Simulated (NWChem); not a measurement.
System: InI$_{2}$F; SMILES [I][In]([I])[F]

All runs: NWChem. Structure relaxed at the PBE0/def2-SVP (def2 core potentials past Kr) level.

For level Hartree-Fock/STO-3G, non-relativistic:

```
Item                         Result
---------------------------  ------
highest occupied level (eV)   -7.62
orbital gap (eV)              12.33
```

**Question.** How do the values read with level Hartree-Fock/3-21G, non-relativistic instead?

**Answer.** The highest occupied level (eV) comes out as -10.52. The orbital gap (eV) is 10.76.
